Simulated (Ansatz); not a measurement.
Relaxation of Pd₄S₃ with RKS r2SCAN-D4/def2-SVP.

```sh
$ ansatz run in.yaml --threads 4 --pin off --events-out ev --progress --plain --max-ram 4787MiB
```

```yaml
crystal:
  periodic: [false, false, false]
  atoms:
    - {symbol: Pd, position_ang: [2.287990, -0.240880, 0.885580]}
    - {symbol: Pd, position_ang: [-0.692020, -0.258340, -1.489250]}
    - {symbol: Pd, position_ang: [0.543670, 1.852440, 0.143880]}
    - {symbol: Pd, position_ang: [-0.050460, -1.202220, 0.917050]}
    - {symbol: S, position_ang: [-2.277480, -1.130300, 0.114330]}
    - {symbol: S, position_ang: [-1.394390, 0.698090, 0.608970]}
    - {symbol: S, position_ang: [1.582690, 0.281210, -1.180560]}
basis:
  gaussian: {orbitals: def2-SVP}
hamiltonian: {xc: r2scan, dispersion: d4}
scf: {lower_state_search: "off"}
output: {orbitals: {seedname: orbitals}}
relax: {f_tol: 0.02, max_steps: 100}
```

Hardware: 4 threads of Intel Xeon 6975P-C on a shared host. Wall time 26 s.

Positions (Å) and forces (eV/Å) at steps 1, 2, 3, 4, 5, 6, 7, 8 of 8:

```xyz
7
step=1 energy=-46422.9952 eV
Pd    2.288   -0.241    0.886    0.076    0.100   -0.090
Pd   -0.692   -0.258   -1.489    0.225   -0.098   -0.211
Pd    0.544    1.852    0.144   -0.088    0.048    0.149
Pd   -0.050   -1.202    0.917   -0.008   -0.282    0.359
S    -2.277   -1.130    0.114   -1.066   -0.963   -0.192
S    -1.394    0.698    0.609    0.537    1.001    0.295
S     1.583    0.281   -1.181    0.324    0.193   -0.311
7
step=2 energy=-46423.1118 eV
Pd    2.258   -0.229    0.845   -0.064   -0.023   -0.039
Pd   -0.644   -0.292   -1.465    0.161   -0.045    0.032
Pd    0.562    1.865    0.150   -0.164   -0.030    0.170
Pd   -0.101   -1.249    0.978   -0.009    0.137    0.036
S    -2.334   -1.144    0.107   -0.421   -0.451   -0.088
S    -1.370    0.702    0.621    0.578    0.380   -0.027
S     1.630    0.346   -1.235   -0.081    0.032   -0.083
7
step=3 energy=-46423.1505 eV
Pd    2.228   -0.230    0.817    0.016   -0.045    0.003
Pd   -0.616   -0.340   -1.456    0.049    0.166    0.296
Pd    0.584    1.892    0.183   -0.184   -0.126    0.000
Pd   -0.128   -1.259    1.007   -0.134    0.167   -0.038
S    -2.370   -1.162    0.104    0.020   -0.153   -0.072
S    -1.323    0.710    0.603    0.367    0.022   -0.161
S     1.626    0.389   -1.258   -0.134   -0.032   -0.028
7
step=4 energy=-46423.1671 eV
Pd    2.216   -0.243    0.798    0.061   -0.005    0.020
Pd   -0.599   -0.332   -1.426   -0.128    0.036   -0.055
Pd    0.582    1.892    0.186   -0.008    0.055    0.042
Pd   -0.148   -1.248    1.032   -0.106   -0.001    0.082
S    -2.377   -1.189    0.090    0.117    0.003   -0.004
S    -1.299    0.715    0.594    0.110   -0.074   -0.100
S     1.625    0.404   -1.274   -0.046   -0.015    0.016
7
step=5 energy=-46423.1686 eV
Pd    2.208   -0.249    0.775    0.030   -0.040    0.102
Pd   -0.603   -0.324   -1.429   -0.020   -0.001    0.152
Pd    0.592    1.898    0.198   -0.010   -0.004    0.013
Pd   -0.181   -1.248    1.094    0.041    0.091   -0.167
S    -2.356   -1.204    0.070   -0.074   -0.071    0.017
S    -1.279    0.709    0.581    0.091    0.015   -0.096
S     1.619    0.418   -1.288   -0.059    0.010   -0.022
7
step=6 energy=-46423.1748 eV
Pd    2.218   -0.248    0.792   -0.029   -0.005    0.003
Pd   -0.615   -0.327   -1.429   -0.060   -0.004    0.041
Pd    0.594    1.904    0.200    0.029   -0.007   -0.012
Pd   -0.166   -1.241    1.062    0.001    0.005   -0.022
S    -2.365   -1.210    0.078    0.033   -0.007    0.004
S    -1.275    0.714    0.573   -0.003   -0.006   -0.030
S     1.609    0.408   -1.276    0.029    0.024    0.016
7
step=7 energy=-46423.1752 eV
Pd    2.211   -0.239    0.805   -0.005   -0.010   -0.019
Pd   -0.629   -0.316   -1.430    0.005   -0.015    0.002
Pd    0.599    1.906    0.193    0.019   -0.008   -0.020
Pd   -0.163   -1.248    1.051   -0.003   -0.015    0.006
S    -2.363   -1.216    0.081    0.018    0.003   -0.001
S    -1.268    0.714    0.576   -0.002    0.017   -0.010
S     1.613    0.399   -1.275   -0.030    0.030    0.043
7
step=8 energy=-46423.1756 eV
Pd    2.210   -0.244    0.800    0.003   -0.011    0.001
Pd   -0.625   -0.322   -1.428   -0.011   -0.006   -0.005
Pd    0.600    1.908    0.195    0.007    0.010   -0.006
Pd   -0.166   -1.248    1.055    0.000   -0.009    0.005
S    -2.362   -1.216    0.080    0.006   -0.008    0.000
S    -1.267    0.716    0.572   -0.011    0.015    0.002
S     1.609    0.406   -1.273    0.006    0.010    0.004
```

In the def2 sets Pd takes a core potential; there is no spin–orbit coupling. The restricted singlet is unstable towards broken spin symmetry in Hartree–Fock (as tested in another run); at r2SCAN-D4/def2-SVP this wasn't settled. The relaxation made no stability test and no search for a lower SCF solution. No other spin state of charge 0 was run. Another isomer (singlet) lies 1.14 eV lower at PBE0-D4/def2-TZVP; other spin states weren't run for this one.
